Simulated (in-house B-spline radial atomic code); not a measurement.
Configurations of Re²⁺, with energies counted from [Xe] 4f14 (5d3/2)4 (5d5/2)1. Computed with a B-spline radial code for spherical atoms: Dirac-Hartree-Fock, average of each configuration as written, Fermi nucleus of rms radius 5.3698 fm. Energies include first-order Breit, QED and recoil terms.

Occupations are held fixed; configurations that lie above the ionisation limit could autoionise.

| configuration | E - E(ref) (eV) | highest orbital | its <r> (bohr) |
| --- | --- | --- | --- |
| [Xe] 4f14 (5d3/2)4 8s1 | 18.321 | 8s1/2 | 9.637 |
| [Xe] 4f14 (5d5/2)4 (6f5/2)1 | 23.815 | 6f5/2 | 10.14 |
| [Kr] 4d10 4f14 5s2 (5p1/2)2 (5p3/2)3 (5d5/2)5 (6p1/2)1 | 55.664 | 6p1/2 | 3.285 |
| [Xe] (4f5/2)5 (4f7/2)8 (5d5/2)5 (9f7/2)1 | 70.307 | 9f7/2 | 28.83 |

**Question.** Order these further configurations by energy, lowest first.
A. [Kr] 4d10 4f14 5s2 (5p1/2)1 (5p3/2)4 (5d3/2)2 (5d5/2)3 (6f7/2)1
B. [Xe] 4f14 (5d3/2)4 (5f7/2)1
C. [Xe] 4f14 (5d3/2)2 (5d5/2)2 (7f5/2)1
D. [Kr] 4d10 4f14 5s2 (5p1/2)1 (5p3/2)4 (5d3/2)3 (5d5/2)2 (8g9/2)1

**Answer.** B (16.953 eV), C (23.819 eV), A (76.751 eV), D (79.986 eV).
